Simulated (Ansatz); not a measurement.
Computed with Ansatz on PBE0-D4/def2-TZVP structures; ΔE is electronic, products minus reactants. CCSD(T)/CBS is the MP2 limit (def2-TZVPP, def2-QZVPP) plus CCSD(T) − MP2 in def2-TZVPP, frozen cores. This one scheme is used for every species. For Ge outer-core shells are correlated without core-valence functions, which leaves a few kJ/mol of doubt a bond. Scalar relativity is left out up to krypton. One conformer a species, not always the lowest.

Reaction (redistribution): `[NH2][GeH2][B](O)O` + `CC[SiH3]` → `[NH2][GeH2][CH2][SiH3]` + `CB(O)O`

```
                 species  CCSD(T)/CBS(def2) energy (Eh)
    `[NH2][GeH2][B](O)O`                    -2309.68279
              `CC[SiH3]`                     -369.99568
`[NH2][GeH2][CH2][SiH3]`                    -2463.37524
                `CB(O)O`                     -216.32673
```

Work out ΔE.

ΔE = (-2463.37524) + (-216.32673) − (-2309.68279) − (-369.99568) = -0.02350 Eh = -61.7 kJ/mol.

Largest T1 diagnostic among the species: 0.012.

From PBE to PBE0 (25 % exact exchange), in def2-TZVPP and without D4, ΔE moves by −5.8 kJ/mol. The D4 term adds −3.8 kJ/mol with B3LYP and −2.1 kJ/mol with PBE0; it sums over pairs of atoms, weighted by their polarisabilities, and B3LYP, whose exchange is more repulsive, gets the larger term.

B3LYP here is the variant with VWN-RPA as its local correlation; programs differ in this.
